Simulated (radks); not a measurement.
The chromium ion Cr3+, 21 electrons, occupied as [Ar] 3d0.5 4s2 4p0.5 (fractional occupations, a model configuration).

All-electron calculation, scalar-relativistic Kohn-Sham, PBE, spin-polarised, spherical densities, point nucleus; open shells are filled with parallel spins first. Program: a radial shooting solver on a logarithmic mesh with Libxc functionals.

Energy parts (Ry):
| part | energy |
|---|---|
| total | -2093.95500 |
| kinetic | 2115.57187 |
| electron-nucleus | -4904.87944 |
| Hartree | 788.41390 |
| exchange-correlation | -93.06132 |

Orbitals (lengths in bohr, moments of r in powers of bohr; r(90%) holds 90 % of the orbital's charge):
[
 {"orbital": "1s up", "occ.": "1", "eigenvalue (Ry)": "-436.9324", "r(90%)": "0.114"},
 {"orbital": "1s down", "occ.": "1", "eigenvalue (Ry)": "-436.9299", "r(90%)": "0.114"},
 {"orbital": "2s up", "occ.": "1", "eigenvalue (Ry)": "-54.04825", "r(90%)": "0.455"},
 {"orbital": "2s down", "occ.": "1", "eigenvalue (Ry)": "-54.02364", "r(90%)": "0.454"},
 {"orbital": "2p up", "occ.": "3", "eigenvalue (Ry)": "-46.19813", "r(90%)": "0.426"},
 {"orbital": "2p down", "occ.": "3", "eigenvalue (Ry)": "-46.17784", "r(90%)": "0.426"},
 {"orbital": "3s up", "occ.": "1", "eigenvalue (Ry)": "-9.85643", "r(90%)": "1.27"},
 {"orbital": "3s down", "occ.": "1", "eigenvalue (Ry)": "-9.79809", "r(90%)": "1.27"},
 {"orbital": "3p up", "occ.": "3", "eigenvalue (Ry)": "-7.67282", "r(90%)": "1.35"},
 {"orbital": "3p down", "occ.": "3", "eigenvalue (Ry)": "-7.61537", "r(90%)": "1.36"},
 {"orbital": "3d up", "occ.": "0.5", "eigenvalue (Ry)": "-4.29786", "r(90%)": "1.55"},
 {"orbital": "3d down", "occ.": "0", "eigenvalue (Ry)": "-4.24006", "r(90%)": "1.55"},
 {"orbital": "4s up", "occ.": "1", "eigenvalue (Ry)": "-2.65382", "r(90%)": "3.16"},
 {"orbital": "4s down", "occ.": "1", "eigenvalue (Ry)": "-2.59974", "r(90%)": "3.17"},
 {"orbital": "4p up", "occ.": "0.5", "eigenvalue (Ry)": "-2.11304", "r(90%)": "3.54"},
 {"orbital": "4p down", "occ.": "0", "eigenvalue (Ry)": "-2.06058", "r(90%)": "3.56"}
]

The highest occupied level is 4p up at -28.749 eV. The configuration is held as typed, so some empty levels lie below it. Spin moment in Bohr magnetons: 1. The density falls to 0.001 e/bohr^3 at r = 3.78 bohr.
